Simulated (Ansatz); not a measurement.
`BC(=C)C` + `C=N` → `BN=C` + propene at 500 K and 1 bar (ligand exchange at a B–C bond).

Computed with Ansatz on PBE0-D4/def2-TZVP structures; ΔE is electronic, products minus reactants. CCSD(T)/CBS is the MP2 limit (def2-TZVPP, def2-QZVPP) plus CCSD(T) − MP2 in def2-TZVPP, frozen cores. This one scheme is used for every species.

```
  species  CCSD(T)/CBS energy (Eh)  H − E (kJ/mol)  S (J/(mol·K))
`BC(=C)C`               -143.12562           277.0          354.9
    `C=N`                -94.52360           124.2          249.5
   `BN=C`               -119.93970           162.4          290.1
   `C=CC`               -117.74610           238.4          304.6
```

H − E and S are ideal-gas, rigid-rotor, harmonic terms from PBE0-D4/def2-TZVP. 1 Eh = 2625.50 kJ/mol, R = 8.31446 J/(mol·K).

Problem. By hand: ΔE, ΔH, ΔS and ΔG.

Solution. ΔE = (-119.93970) + (-117.74610) − (-143.12562) − (-94.52360) = -0.03658 Eh = -96.0 kJ/mol. Δ(H − E) = 162.4 + 238.4 − 277.0 − 124.2 = -0.4, so ΔH = -96.4 kJ/mol. ΔS = 290.1 + 304.6 − 354.9 − 249.5 = -9.7 J/(mol·K). ΔG = -96.4 − 500 × (-9.7)/1000 = -91.6 kJ/mol.

Problem. By hand: the equilibrium constant, and the temperature at which ΔG would vanish if ΔH and ΔS stayed fixed.

Solution. log₁₀ K = −ΔG/(RT ln 10) = 9.6. ΔG = 0 at ΔH/ΔS = 9938 K, far beyond where these terms or the molecules hold.

The number of gas molecules stays the same, so ΔS is small and ΔH decides. A doubt of 5 kJ/mol in ΔE shifts log₁₀ K by 0.5 here. These are equilibria of isolated gas molecules and say nothing of rates. Largest T1 diagnostic: 0.016 (customary marks: 0.02 for closed shells, 0.045 for open ones).
